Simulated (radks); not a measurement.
Results of a calculation; reference values are marked as such.
How relativity changes the ionisation of the nitrogen ion N+ ([He] 2s2 2p2) to N2+ ([He] 2s2 2p1). Spin-unpolarised spherical Kohn-Sham, PBE, point nucleus unless stated (finite: rms radius 2.5582 fm), a radial shooting solver on a logarithmic mesh with Libxc functionals. A level marked "c x" has the speed of light scaled by that factor and shares open shells by 2j + 1; other Dirac levels either fill j = l - 1/2 first or share by 2j + 1.

| level | E(N+) (hartree) | E(N2+) (hartree) | IE (eV) | HOMO | <r> HOMO (bohr) |
|---|---|---|---|---|---|
| non-rel. | -53.92132 | -52.86079 | 28.859 | 2p | 1.276 |
| scalar-rel. | -53.95357 | -52.89322 | 28.854 | 2p | 1.276 |
| scalar-rel., finite nucleus | -53.95356 | -52.89322 | 28.854 | 2p | 1.276 |
| Dirac, 2j+1 shares | -53.95357 | -52.89323 | 28.854 | 2p3/2 | 1.276 |
| Dirac, low j first | -53.95475 | -52.89395 | 28.866 | 2p1/2 | 1.275 |
| Dirac, 2j+1 shares, finite nucleus | -53.95356 | -52.89322 | 28.854 | 2p3/2 | 1.276 |
| Dirac, c x 1.25 | -53.94195 | -52.88154 | 28.855 | 2p3/2 | 1.276 |
| Dirac, c x 1.5 | -53.93564 | -52.87519 | 28.856 | 2p3/2 | 1.276 |
| Dirac, c x 100 | -53.92132 | -52.86079 | 28.859 | 2p3/2 | 1.276 |

NIST Atomic Spectra Database: 29.601 eV (semi-empirical). The relativistic part of the total energy of N+ is -0.03225 hartree (Dirac, 2j+1 shares, finite nucleus), 0.06 % of the non-relativistic value. Spin polarisation and multiplet splitting of open shells are left out at every level.

Beside tabulated values, note that spin-unpolarised runs miss the spin-polarisation part of the exchange energy of open shells.
